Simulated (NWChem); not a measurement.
System: disilylmethane (CH$_{8}$Si$_{2}$); SMILES [SiH3]C[SiH3]

Output (shortened):

```
             Northwest Computational Chemistry Package (NWChem) 7.3.0
             --------------------------------------------------------

 C2  symmetry detected

                             Geometry "geometry" -> ""
                             -------------------------

 Output coordinates in angstroms (scale by  1.889725989 to convert to a.u.)

  No.       Tag          Charge          X              Y              Z
 ---- ---------------- ---------- -------------- -------------- --------------
    1 Si                  14.0000    -1.60652830    -0.00048035     0.18701599
    2 C                    6.0000     0.00000000     0.00000000    -0.82464942
    3 Si                  14.0000     1.60652830     0.00048035     0.18701599
    4 H                    1.0000    -2.75905599     0.00803644    -0.72080635
    5 H                    1.0000    -1.66489925    -1.19696459     1.02928761
    6 H                    1.0000    -1.66561507     1.19596851     1.02928801
    7 H                    1.0000    -0.00005917     0.87055856    -1.48204491
    8 H                    1.0000     0.00005917    -0.87055856    -1.48204491
    9 H                    1.0000     1.66561507    -1.19596851     1.02928801
   10 H                    1.0000     1.66489925     1.19696459     1.02928761
   11 H                    1.0000     2.75905599    -0.00803644    -0.72080635

 Effective nuclear repulsion energy (a.u.)     150.4454916325

      Symmetry information
      --------------------

 Group name             C2
 Group number              4
 Group order               2
 No. of unique centers     6

                                Z-matrix (autoz)
                                --------

 Units are Angstrom for bonds and degrees for angles

      Type          Name      I     J     K     L     M      Value
      ----------- --------  ----- ----- ----- ----- ----- ----------
    1 Stretch                  1     2                       1.89853
    2 Stretch                  1     4                       1.46715
    3 Stretch                  1     5                       1.46438
    4 Stretch                  1     6                       1.46438
    5 Stretch                  2     3                       1.89853
    6 Stretch                  2     7                       1.09089
    7 Stretch                  2     8                       1.09089
    8 Stretch                  3     9                       1.46438
    9 Stretch                  3    10                       1.46438
   10 Stretch                  3    11                       1.46715
   11 Bend                     1     2     3               115.60100
   12 Bend                     1     2     7               108.74006
   13 Bend                     1     2     8               108.72118
   14 Bend                     2     1     4               109.57329
   15 Bend                     2     1     5               109.90300
   16 Bend                     2     1     6               109.90302
   17 Bend                     2     3     9               109.90302
   18 Bend                     2     3    10               109.90300
   19 Bend                     2     3    11               109.57329
   20 Bend                     3     2     7               108.72118
   21 Bend                     3     2     8               108.74006
   22 Bend                     4     1     5               109.22798
   23 Bend                     4     1     6               108.63015
   24 Bend                     5     1     6               109.58066
   25 Bend                     7     2     8               105.88401
   26 Bend                     9     3    10               109.58066
   27 Bend                     9     3    11               108.63015
   28 Bend                    10     3    11               109.22798
   29 Torsion                  1     2     3     9          60.33682
   30 Torsion                  1     2     3    10         -60.33683
   31 Torsion                  1     2     3    11         179.63271
   32 Torsion                  3     2     1     4         179.63271
   33 Torsion                  3     2     1     5         -60.33683
   34 Torsion                  3     2     1     6          60.33682
   35 Torsion                  4     1     2     7          57.05916
   36 Torsion                  4     1     2     8         -57.78371
   37 Torsion                  5     1     2     7         177.08962
   38 Torsion                  5     1     2     8          62.24674
   39 Torsion                  6     1     2     7         -62.23674
   40 Torsion                  6     1     2     8        -177.07961
   41 Torsion                  7     2     3     9        -177.07961
   42 Torsion                  7     2     3    10          62.24674
   43 Torsion                  7     2     3    11         -57.78371
   44 Torsion                  8     2     3     9         -62.23674
   45 Torsion                  8     2     3    10         177.08962
   46 Torsion                  8     2     3    11          57.05916

                           NWChem Geometry Optimization
                           ----------------------------

[...]

      ----------------------
      Optimization converged
      ----------------------

  Step       Energy      Delta E   Gmax     Grms     Xrms     Xmax
  ---- ---------------- -------- -------- -------- -------- --------
@    5    -621.90099297 -1.3D-07  0.00006  0.00001  0.00027  0.00060
                                     ok       ok       ok       ok

                                Z-matrix (autoz)
                                --------

 Units are Angstrom for bonds and degrees for angles

[...]
```

Level: B3LYP/6-31G* (spherical d). 

Q: Write an input that gives this output.

A: Several could match; the one computed here: the input that was run:
```
start job
memory heap 200 mb stack 900 mb global 1100 mb
geometry units angstroms
  Si     1.475664     0.660876    -0.008152
  C      0.245373    -0.779072    -0.139982
  Si    -1.584014    -0.316878     0.069959
  H      2.842643     0.156791    -0.180780
  H      1.193342     1.654404    -1.046227
  H      1.371037     1.286726     1.311604
  H      0.504498    -1.530909     0.606774
  H      0.375594    -1.263264    -1.108813
  H     -1.978184     0.640916    -0.965259
  H     -1.800499     0.273234     1.392572
  H     -2.413367    -1.519682    -0.064095
end
basis spherical
  Si library 6-31g*
  C library 6-31g*
  H library 6-31g*
end
dft
  xc b3lyp
  iterations 150
end
driver
  maxiter 150
  trust 0.05
end
task dft optimize
```
